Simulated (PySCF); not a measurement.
Relaxation of doublet RhH₂

These are results of UPBE0 in PySCF with Rh def2-TZVP with ECP28, H def2-TZVP; scalar-relativistic core potentials, no spin–orbit coupling; density-fitted integrals, not measurements. A (50,194) grid was used.

A hand-made bent start, of C2v symmetry, held to at least that symmetry:

```xyz
3
charge 0 multiplicity 2, angstrom
Rh    0.0000    0.0000   -0.0173
H     1.2861    0.0000    0.8832
H    -1.2861    0.0000    0.8832
```

Task: What forces act on the atoms at the start (eV/Å)?

Result: 
```
atom     Fx    Fy     Fz
 Rh1   0.00  0.00  -0.62
  H2  -0.97  0.00   0.31
  H3   0.97  0.00   0.31
```

Task: What does it relax to?

Result: It ends at C2v with Rh–H 1.522 Å (×2); H–Rh–H 81.8°. No frequency check is given, so it may be a saddle point. Other isomers or separated fragments may lie lower.

Task: How much energy is released, and in how many steps?

Result: 31.8 kJ/mol in 5 steps.

Open d and f shells are described by one determinant, and the ground state may have another occupation or spin.

The relaxation took 4.5 s on 2 threads of a shared Intel Xeon 6975P-C (Granite Rapids) host, with 52 basis functions and 6 gradients; the process peaked at 0.63 GiB. Launch command: `OMP_NUM_THREADS=2 python axn.py task.json out`.
